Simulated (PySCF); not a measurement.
**A thermochemical cycle for SrHg**

PBE0 in PySCF with def2-SVP on every atom (core potentials on Sr, Hg), for the lowest determinant that a PBE0 search found; no spin–orbit coupling. SrHg, a singlet (closed shell), has De = 0.06 eV to neutral atoms, and SrHg⁺, a doublet (σ ↑), has De = 0.32 eV to Sr⁺ + Hg.

At the same level the Sr atom ionises at 5.61 eV.

What is the adiabatic ionisation energy of the molecule, and does ionisation strengthen or weaken the bond?

IE = IE(Sr) + De(neutral) − De(ion) = 5.61 + 0.06 − 0.32 = 5.35 eV. De changes by +0.26 eV, so ionisation strengthens the bond.

Closed-shell solutions of metal pairs were not tested for spin polarisation, which can lower them a little. Weak bonds: SrHg, SrHg⁺. Basis-set superposition, not corrected here, can be much of De in a small basis, most of all at correlated wavefunction levels. Spin–orbit coupling is left out. For an ion De counts to the pair picked by the measured ionisation energies or electron affinities, which need not be the lowest pair at this level. States were picked by a PBE0 search and need not be the measured ground states.
